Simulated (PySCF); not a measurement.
Ligands exchanged one at a time, Si CH3-OCH3. All species are isolated molecules in the gas phase. One relaxed conformer stands for each flexible species; it need not be the lowest. Strings in code marks are SMILES.

Computed with PBE-D3(BJ)/def2-TZVP // PBE-D3(BJ)/def2-SVP in PySCF 2.14.0. Delta-SCF ions had no search for a lower state. Excitations are Tamm–Dancoff values on a coarser integration grid. The basis has no diffuse functions, so Rydberg states are missing or too high.

```json
[
 {"species": "0 of 4 CH3 replaced by OCH3 (`C[Si](C)(C)C`)", "vertical ionisation energy (Delta-SCF) (eV)": "9.71", "S1 excitation (TDA) (eV)": "7.12", "S1 oscillator strength": "0.042"},
 {"species": "1 of 4 CH3 replaced by OCH3", "vertical ionisation energy (Delta-SCF) (eV)": "___", "S1 excitation (TDA) (eV)": "6.19", "S1 oscillator strength": "0.005"},
 {"species": "2 of 4 CH3 replaced by OCH3", "vertical ionisation energy (Delta-SCF) (eV)": "___", "S1 excitation (TDA) (eV)": "6.31", "S1 oscillator strength": "0.007"},
 {"species": "3 of 4 CH3 replaced by OCH3 (`CO[Si](C)(OC)OC`)", "vertical ionisation energy (Delta-SCF) (eV)": "–", "S1 excitation (TDA) (eV)": "___", "S1 oscillator strength": "0.000"},
 {"species": "4 of 4 CH3 replaced by OCH3", "vertical ionisation energy (Delta-SCF) (eV)": "–", "S1 excitation (TDA) (eV)": "6.64", "S1 oscillator strength": "0.002"}
]
```

Task: Some entries are withheld; supply them.

Result: 
- 1 of 4 CH3 replaced by OCH3, vertical ionisation energy (Delta-SCF) (eV): 9.05
- 2 of 4 CH3 replaced by OCH3, vertical ionisation energy (Delta-SCF) (eV): 8.87
- 3 of 4 CH3 replaced by OCH3 (`CO[Si](C)(OC)OC`), S1 excitation (TDA) (eV): 6.54
